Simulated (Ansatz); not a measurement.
`OC1([SeH])CC1`. Charge 0, multiplicity 1. All single points use the PBE0-D4/def2-TZVP geometry. It is one conformer, not always the lowest.

```xyz
11

O     0.943    0.479    1.271
C     0.315    0.204    0.069
Se    1.006    1.147   -1.477
C    -0.172   -1.189   -0.189
C    -1.136   -0.088    0.175
H     1.876    0.256    1.179
H     0.625    2.481   -0.990
H    -0.182   -1.568   -1.203
H     0.061   -1.918    0.578
H    -1.797    0.290   -0.592
H    -1.538   -0.095    1.181
```

(1) What is the dipole moment at B3LYP/def2-TZVPP? (Estimate.)

(2) And with PBE, r2SCAN, ωB97M-V? (An estimate is asked.)

(3) Give the Mulliken charges with B3LYP, PBE, r2SCAN in def2-TZVPP. (Best estimate.)

## Answers

(1) Ansatz gave: 0.82 D, with components (-0.01, -0.81, 0.11) D in this frame, pointing from negative to positive charge.

(2) The calculation gave: PBE 0.83 D, r2SCAN 0.87 D, ωB97M-V 0.77 D.

(3) Computed: 
```csv
atom,B3LYP,PBE,r2SCAN
O1,-0.31,-0.27,-0.33
C2,0.15,0.13,0.20
Se3,-0.08,-0.11,-0.12
C4,-0.22,-0.20,-0.17
C5,-0.15,-0.13,-0.10
H6,0.19,0.19,0.20
H7,0.04,0.04,0.05
H8,0.10,0.09,0.07
H9,0.09,0.08,0.06
H10,0.10,0.09,0.07
H11,0.09,0.08,0.06
```

B3LYP here is the variant with VWN-RPA as its local correlation; programs differ in this.
